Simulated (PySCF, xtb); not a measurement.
thiophene (C4H4S), SMILES s1cccc1.

GFN2-xTB in xtb 6.7.1 at its own geometry gives an orbital gap of 4.10 eV and a dipole moment of 0.91 D.

Geometry optimised at PBE0-D3(BJ)/def2-SVP.

What does M06-2X/def2-TZVP run with PySCF give? (Estimate from the structure and the level; the computed values follow.)

gap 8.42 eV (levels -7.99 and 0.44 eV), dipole 0.47 D.
